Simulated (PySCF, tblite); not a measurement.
Isomers of C12H9F. Computed with GFN2-xTB (tblite): harmonic, unscaled wavenumbers at the GFN2-xTB geometry, gas phase. The method is semi-empirical: single wavenumbers can be off by several per cent or more. One conformer each.

Electronic energies: PBE0-D3(BJ)/def2-SVP at its own geometries (PySCF, gas phase).

```
              SMILES  electronic energy, lowest = 0 (kcal/mol)
Fc1ccc(-c2ccccc2)cc1                                       0.2
  Fc1ccccc1-c1ccccc1                                       0.7
Fc1cccc(-c2ccccc2)c1                                       0.0
```

Task: How do GFN2-xTB zero-point energies change the relative energies?

Result: 
| SMILES | ZPE (kcal/mol) | of it from modes above 1550 cm⁻¹ | electronic (kcal/mol) | with ZPE, lowest = 0 (kcal/mol) | lowest mode (cm⁻¹) | rings |
| --- | --- | --- | --- | --- | --- | --- |
| Fc1cccc(-c2ccccc2)c1 | 105.3 | 48.9 | 0.0 | 0.0 | 58 | 2 |
| Fc1ccc(-c2ccccc2)cc1 | 105.3 | 48.8 | 0.2 | 0.2 | 66 | 2 |
| Fc1ccccc1-c1ccccc1 | 105.4 | 48.8 | 0.7 | 0.7 | 60 | 2 |

The zero-point energies span 0.1 kcal/mol, from `Fc1cccc(-c2ccccc2)c1` to `Fc1ccccc1-c1ccccc1`. The order is unchanged.

Task: And how do the electronic energies of GFN2-xTB itself compare?

Result: `Fc1cccc(-c2ccccc2)c1` 0.0; `Fc1ccc(-c2ccccc2)cc1` 0.1; `Fc1ccccc1-c1ccccc1` 1.1 kcal/mol, lowest = 0. Against the energies above, taken from the same isomer `Fc1cccc(-c2ccccc2)c1`, the largest difference is 0.4 kcal/mol. The two levels were optimised apart and needn't hold the same conformer.

Task: What do entropy and thermal enthalpy add at 298.15 K and 1 bar (rigid rotor, harmonic oscillator, one conformer each)?

Result: 
```csv
SMILES,point group,symmetry number,S (cal/(mol K)),H − H(0) (kcal/mol),ZPE + H − H(0) − TS (kcal/mol)
Fc1cccc(-c2ccccc2)c1,C1,1,99.9,6.99,82.5
Fc1ccc(-c2ccccc2)cc1,C2,2,98.5,6.99,82.9
Fc1ccccc1-c1ccccc1,C1,1,99.8,7.00,82.6
```
